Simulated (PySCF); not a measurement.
**Working out the ionisation energy of Ar⁺**

Ar⁺ [Ne] 3s2 3p5 (2P) → Ar²⁺ [Ne] 3s2 3p4 (3P). Calculation: PySCF 2.14, in aug-cc-pVDZ-DK; scalar relativity by spin-free X2C-1e. Frozen: [Ne]. Energies in hartree (1 hartree = 27.21139 eV):

```json
{"part": "UHF", "Ar⁺ (lower)": "-528.068232", "Ar²⁺ (upper)": "-527.098655"}
{"part": "MP2 opposite-spin", "Ar⁺ (lower)": "-0.088654", "Ar²⁺ (upper)": "-0.069355"}
{"part": "MP2 same-spin", "Ar⁺ (lower)": "-0.029914", "Ar²⁺ (upper)": "-0.022322"}
```

What does Hartree-Fock give?

(-527.098655) − (-528.068232) = 0.969577 hartree = 26.384 eV.

What do MP2 and SCS-MP2 (6/5 opposite-spin, 1/3 same-spin) give?

The opposite-spin parts differ by 0.525 eV and the same-spin parts by 0.207 eV. MP2: 26.384 + (0.525) + (0.207) = 27.116 eV. SCS-MP2: 26.384 + 1.2 × (0.525) + (0.207)/3 = 27.083 eV.

A first-order spin-orbit estimate adds -0.006 eV to MP2 (valence), giving 27.110 eV against 27.630 eV (measured; NIST Atomic Spectra Database, ionization energies).

A double-zeta basis recovers only part of the correlation energy.

What remains against the reference includes basis incompleteness, the frozen core and correlation beyond second order.
